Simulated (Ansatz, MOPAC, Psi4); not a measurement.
Species: C4H10N, charge 0, multiplicity 2. SMILES: C[C](C)CN
Coordinates optimised at B3LYP-D3(BJ)/def2-TZVP (Ansatz, a program for electronic structure):
```xyz
15

C     -0.5226     1.4138    -0.5471
C     -0.4763    -0.0086    -0.1091
C     -1.7611    -0.7376     0.0771
C      0.7365    -0.5146     0.6026
N      1.9810    -0.1230    -0.0679
H      0.4708     1.7841    -0.7963
H     -0.9232     2.0608     0.2515
H     -1.1822     1.5470    -1.4090
H     -1.6142    -1.8187     0.1333
H     -2.4632    -0.5264    -0.7337
H     -2.2685    -0.4375     1.0095
H      0.6365    -1.6009     0.7442
H      0.7777    -0.0828     1.6176
H      2.0542    -0.5868    -0.9664
H      2.7857    -0.3959     0.4831
```
Charge 0, spin multiplicity 2.

Property: enthalpy of formation at 298 K, in kcal/mol. Set-up: spin-orbit terms left out; LANL2DZ all-electron up to Ne; valence correlation only; six Cartesian d functions in 6-31G* and its kin unless marked 5d; non-relativistic; UHF or UKS for open shells; no dispersion term unless named. CBS(X,Y): correlation extrapolated as X^-3; Hartree-Fock from the larger set. First-principles rows: single points at B3LYP-D3(BJ) geometries (Ansatz), with unscaled harmonic terms from B3LYP/6-31G* at its own minima, enthalpies of formation by atomisation with measured atoms. Semi-empirical rows: MOPAC heats of formation at their own minima for 298 K.

Coupled cluster (Ansatz) is a level with limits of its own, used here on species with T1 under 0.025 (0.045 for open shells) and stable references: CCSD(T)/CBS(cc-pVTZ,cc-pVQZ).

Value to compare with, CCSD(T)/CBS(cc-pVTZ,cc-pVQZ) (Ansatz): 25.2 kcal/mol.

| level | program | enthalpy of formation at 298 K (kcal/mol) | difference |
|---|---|---|---|
| AM1 | MOPAC | -3.8 | -29.0 |
| MNDO | MOPAC | -3.6 | -28.8 |
| HF/LANL2DZ | Ansatz | 434.6 | 409.4 |
| BLYP/6-31G* | Ansatz | 36.1 | 10.9 |
| PBE0/6-31G* | Ansatz | 16.6 | -8.6 |
| wB97X-D/6-31G* | Psi4 | 22.0 | -3.2 |
| B3LYP/def2-TZVPD | Ansatz | 27.3 | 2.1 |
| PBE0/def2-TZVPD | Ansatz | 16.2 | -9.0 |
| B2PLYP-D3(BJ)/def2-TZVPD | Ansatz + dftd3 | 34.2 | 9.0 |

Among the 6 habitual levels, HF/LANL2DZ lies farthest from CCSD(T)/CBS(cc-pVTZ,cc-pVQZ) (Ansatz) (409.4 kcal/mol) and wB97X-D/6-31G* nearest (-3.2); 2 of 6 lie above it, and their mean absolute difference is 81.6 kcal/mol, the median 19.9. One case shows no general order.

The levels are drawn from those run, B3LYP/6-31G* more often than the rest, none by its result; runs whose electronic state is in doubt are left out.
